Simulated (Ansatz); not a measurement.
System (SMILES): [BH] (BH) (closed-shell singlet).
Geometry (B3LYP-D3(BJ)/def2-TZVP, fixed):
```xyz
2

B      0.0000     0.0000    -0.2055
H      0.0000     0.0000     1.0276
```
Charge 0, spin multiplicity 1.

Basis-set convergence of the dipole moment at HF with Ansatz (a program for electronic structure). Dipoles come from the density behind the forces; the sign is taken along the dipole that this method gives in the largest set. All functions are spherical. The program fits the integrals of some runs and decomposes those of others, by size. A restricted Hartree-Fock determinant is unstable towards unrestricted orbitals. No added dispersion term, no relativity. Reference: the value in aug-cc-pV5Z, 1.739 D, itself unsure by roughly 0.002 D (its mean distance from aug-pcseg-3, aug-cc-pVQZ, def2-QZVPPD). Deviations are taken from unrounded values.

```
basis        functions
-----------  ---------
pcseg-0             11
pcseg-1             19
aug-pcseg-1         32
pcseg-2             44
aug-pcseg-2         69
pcseg-3             93
aug-pcseg-3        134
pcseg-4            162
```

Question: Which is the smallest pcseg set listed that can be trusted to 0.02 D here, that is, within that of the reference together with its larger relatives (same family, alike in diffuse functions; a set with none to test it counts only in the reference's own line)?

Answer: The smallest set listed that lies within 0.02 D of the reference with all its larger relatives (same family, alike in diffuse functions; a set with none counts only in the reference's own line) is aug-pcseg-1 (32 functions, 0.002 D off). Value minus reference: pcseg-0 0.029, pcseg-1 -0.078, aug-pcseg-1 0.002, pcseg-2 0.002, aug-pcseg-2 0.005, pcseg-3 0.007, aug-pcseg-3 0.005, pcseg-4 0.002 D.
